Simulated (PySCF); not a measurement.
How methods differ on the excitation energy of C⁺

C⁺ [He] 2s2 2p1 (2P) → C⁺ [He] 2s2 3d1 (2D), as a difference of total energies. Computed with PySCF 2.14 in aug-cc-pCVTZ-DK (7s6p4d2f, 59 functions), with scalar relativity by spin-free X2C-1e. Correlated levels: valence: 1s2 frozen; valence and next inner shell: nothing frozen. The calculations carry no spin-orbit coupling.

| method | excitation energy (cm⁻¹) | error (cm⁻¹) |
| --- | --- | --- |
| UHF | 150090 | +4581 |
| LDA | 146960 | +1456 |
| PBE | 146020 | +515 |
| PBE0 | 147740 | +2237 |
| r2SCAN | 150150 | +4646 |
| B2PLYP | 146110 | +602 |
| wB97M-V | 147710 | +2205 |
| TPSSh | 148960 | +3451 |
| r2SCANh | 150450 | +4939 |
| MP2 (valence) | 149080 | +3574 |
| SCS-MP2 (valence) | 148880 | +3367 |
| MP2 (valence and next inner shell) | 149330 | +3823 |
| SCS-MP2 (valence and next inner shell) | 149030 | +3522 |

Reference: 145510 cm⁻¹ (measured; NIST levels, between the centres of gravity of the two terms).

Errors of the correlated levels include the incompleteness of this basis and the frozen core.

The promoted electron is Rydberg-like, and one or two diffuse shells describe it only roughly, which tends to raise the upper state.
